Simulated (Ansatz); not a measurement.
Geometry optimisation, Ansatz, RKS BHLYP-D4/def2-SVP.

input.yaml

```yaml
crystal:
  periodic: [false, false, false]
  atoms:
    - { symbol: B, position_ang: [0.0, 0.0, 0.0] }
    - { symbol: F, position_ang: [0.0, 0.0, 1.67] }
    - { symbol: H, position_ang: [1.0305, 0.0, -0.595] }
    - { symbol: "N", position_ang: [-1.3423, 0.0, -0.775] }
    - { symbol: H, position_ang: [-2.0112, -0.8164, -0.6764] }
    - { symbol: H, position_ang: [-1.5914, 0.8164, -1.4036] }
    - { symbol: O, position_ang: [-0.2139, 1.6086, 0.5392] }
    - { symbol: H, position_ang: [-1.1525, 1.9139, 0.3252] }
    - { symbol: H, position_ang: [-0.1354, 1.0186, 1.5024] }
basis:
  gaussian: { orbitals: def2-SVP }
hamiltonian:
  xc: { name: BHLYP }
  dispersion: d4
relax:
  f_tol: 0.15
  max_steps: 25
  restrain:
    - { distance: [0, 6], at: 2.61, k: 30.0 }
    - { distance: [8, 1], at: 2.12, k: 30.0 }
    - { distance: [0, 1], at: 1.32, k: 30.0 }
    - { distance: [8, 6], at: 1.01, k: 30.0 }
```

Command:

```bash
$ ansatz run input.yaml --threads 1 --pin off --max-ram 2048MiB --backend cpu --events-out ev --progress --plain --runs-dir out
```

Task: Where does it end, and by what steps?

Result: The forces met the threshold. The restraints hold the end off the free minimum; the threshold counts their pulls, which the force column leaves out. Restrained pairs: B1–O7 (1.71 → 2.61 Å), F2–H9 (1.04 → 2.12 Å), B1–F2 (1.67 → 1.33 Å), O7–H9 (1.13 → 0.98 Å). After 11 steps the energy has fallen by 3.710 eV (the restraints' own energy left out); H6 moved furthest, 0.95 Å.

| step | energy less start (eV) | largest force component (eV/Å) | accepted |
| --- | --- | --- | --- |
| 0 | 0.0000 | 6.439 | yes |
| 1 | -1.1713 | 3.483 | yes |
| 2 | -2.0411 | 3.316 | yes |
| 3 | -2.6545 | 2.863 | yes |
| 4 | -3.1976 | 1.823 | yes |
| 5 | -3.4528 | 1.061 | yes |
| 6 | -3.5849 | 1.105 | yes |
| 7 | -3.6795 | 0.964 | yes |
| 8 | -3.7029 | 0.807 | yes |
| 9 | -3.6952 | 0.957 | no |
| 10 | -3.7068 | 0.791 | yes |
| 11 | -3.7100 | 0.808 | yes |

```xyz
9
Properties=species:S:1:pos:R:3
B -0.058 -0.179 -0.133
F -0.064 -0.528 1.152
H 0.979 0.042 -0.682
N -1.266 -0.203 -0.825
H -2.131 -0.487 -0.400
H -1.327 0.001 -1.805
O -0.217 2.189 0.962
H -1.118 2.186 0.643
H -0.215 1.522 1.675
```

Run time: 21 s on 1 thread of Intel(R) Xeon(R) 6975P-C (Granite Rapids), with other jobs on the host, peak memory 0.16 GiB.
